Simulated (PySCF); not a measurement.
Vertical excitations of a molecule C6H10 from TDDFT-LC-ωPBE/def2-SVPD (PySCF), as energy in eV (oscillator strength): 6.97 (0.335), 7.08 (0.001), 8.03 (0.002), 8.14 (0.009), 8.64 (0.014), 8.67 (0.037), 8.83 (0.028), 8.96 (0.003), 9.14 (0.045), 9.21 (0.016). Lowest triplet (TDA): 4.02 eV. The structure is a stationary point at r2SCAN-D4/def2-SVP. One conformer was computed; it need not be the lowest.

Pick the molecule that these values belong to.
(A) CC1=C(C)CC1
(B) CC#CCCC
(C) CC1=CCCC1
(D) C=C1CC[C@@H]1C

C, CC1=CCCC1
